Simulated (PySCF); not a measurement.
Computed IR spectrum (relative IR intensity) of a molecule C₄H₈O₂. Geometry: ωB97X-D3(BJ)/def2-SVP. Other conformers were not sampled. All values below come from ωB97X-D3(BJ)/def2-SVP run with PySCF. No scaling factor is applied to the harmonic values.

| ν (cm⁻¹) | relative intensity |
|---|---|
| 198 | 2.3 |
| 263 | 16 |
| 304 | 47 |
| 330 | 57 |
| 405 | 5.7 |
| 425 | 35 |
| 741 | 5.9 |
| 846 | 3.0 |
| 927 | 9.5 |
| 1040 | 6.8 |
| 1045 | 4.6 |
| 1102 | 13 |
| 1127 | 7.4 |
| 1220 | 58 |
| 1277 | 17 |
| 1286 | 100 |
| 1334 | 8.7 |
| 1361 | 4.0 |
| 1428 | 14 |
| 1469 | 2.4 |
| 1550 | 10 |
| 3065 | 15 |
| 3141 | 15 |
| 3151 | 11 |
| 3198 | 4.1 |
| 3864 | 18 |
| 3880 | 27 |

Question: Which molecule gave these data?
A) CCC1OCO1
B) OCC1COC1
C) C[C@]1(O)C[C@@H]1O
D) COCC(C)=O

Answer: C, C[C@]1(O)C[C@@H]1O
